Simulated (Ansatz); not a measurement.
Basis-set extrapolation for C₄H₈Si, SMILES `C=C1[SiH2]C1C` (PBE0-D4/def2-TZVP geometry, frozen core, Ansatz 0.2.0). Multiplicity 1, RHF reference.

```csv
,def2-TZVPP,def2-QZVPP
HF,-445.045263,-445.061198
MP2 correlation,-0.787469,-0.837711
CCSD(T) correlation,-0.874864,not run
```

Energies in hartree. Use E(X) = E(∞) + A·exp(−7.88·√X) for Hartree–Fock and E(X) = E(∞) + B·X^(−2.97) for correlation, with X = 3 and 4, and add CCSD(T) minus MP2 of the smaller set to the MP2 limit.

Problem. What is the CCSD(T) energy at the basis-set limit?

Solution. HF limit: -445.061198 + (-0.015935) × 0.13774 = -445.06339. MP2 limit: -0.837711 + (-0.050242) × 0.74074 = -0.87493. Higher-order term: -0.874864 − (-0.787469) = -0.08740. Total: -446.02572 hartree, 2.87 eV below CCSD(T)/def2-TZVPP.
